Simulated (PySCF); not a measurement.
Stepwise substitution at one centre (Sn OCH3-SiH3). Isolated molecules, 0 K electronic values unless said otherwise. One relaxed conformer stands for each flexible species; it need not be the lowest. Strings in code marks are SMILES.

The HOMO from two functionals at the same geometries (PBE0-D4/def2-SVP), both in PySCF: PBE-D3(BJ)/def2-TZVP and B3LYP-D3(BJ)/def2-TZVP. B3LYP has the VWN-RPA correlation part, as in Gaussian. 

```
species                                                                                                           PBE-D3(BJ)/def2-TZVP (eV)
----------------------------------------------------------------------------------------------------------------  -------------------------
0 of 4 OCH3 replaced by SiH3 (`[Sn]([O]C)([O]C)([O]C)[O]C`)                                                                           -6.34
1 of 4 OCH3 replaced by SiH3 (`C[O][Sn]([SiH3])([O]C)[O]C`)                                                                           -5.96
2 of 4 OCH3 replaced by SiH3 (`[O]([Sn]([O]C)([SiH3])[SiH3])C` (C–O–Sn–Si torsion 45°, Si–Sn–O–C torsion -179°))                      -5.89
3 of 4 OCH3 replaced by SiH3                                                                                                          -5.71
```

### Question
What does B3LYP-D3(BJ)/def2-TZVP give for each?

### Answer

- 0 of 4 OCH3 replaced by SiH3 (`[Sn]([O]C)([O]C)([O]C)[O]C`): -7.71
- 1 of 4 OCH3 replaced by SiH3 (`C[O][Sn]([SiH3])([O]C)[O]C`): -7.25
- 2 of 4 OCH3 replaced by SiH3 (`[O]([Sn]([O]C)([SiH3])[SiH3])C` (C–O–Sn–Si torsion 45°, Si–Sn–O–C torsion -179°)): -7.14
- 3 of 4 OCH3 replaced by SiH3: -6.83
Over these rows, drawn at random from the members with no instability flagged (it was tested for open shells, ions and some series alone), PBE minus B3LYP-D3(BJ): mean +1.26 eV, from +1.12 eV to +1.37 eV.
